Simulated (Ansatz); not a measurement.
System: CI2 (charge +1, doublet). SMILES of the parent species: I[C]I
Structure (B3LYP-D3(BJ)/def2-TZVP (Ansatz, a first-principles code) minimum search):
```xyz
3

C      0.0290    -0.0153     0.6204
I      1.0058     1.5398    -0.0443
I     -1.0091    -1.5381    -0.0259
```
Charge +1, spin multiplicity 2.

Parts of the frozen-core correlation energy in STO-3G (Ansatz, hartree). Frozen orbitals: 47; correlated occupied orbitals by spin: 9 and 8; virtual: 3 and 4. Open shells are spin-unrestricted. Spin-orbit coupling is left out. Past Kr the def2 sets carry scalar-relativistic core potentials. STO-3G rows are all-electron and non-relativistic.

```tsv
term	value
reference (HF)	-13738.46498
MP2 opposite-spin	-0.06537
MP2 same-spin	-0.02259
CCSD correlation	-0.10332
(T)	-0.00512
T1 diagnostic	0.034
largest doubles amplitude	0.122
<S^2> of the reference	0.857
```
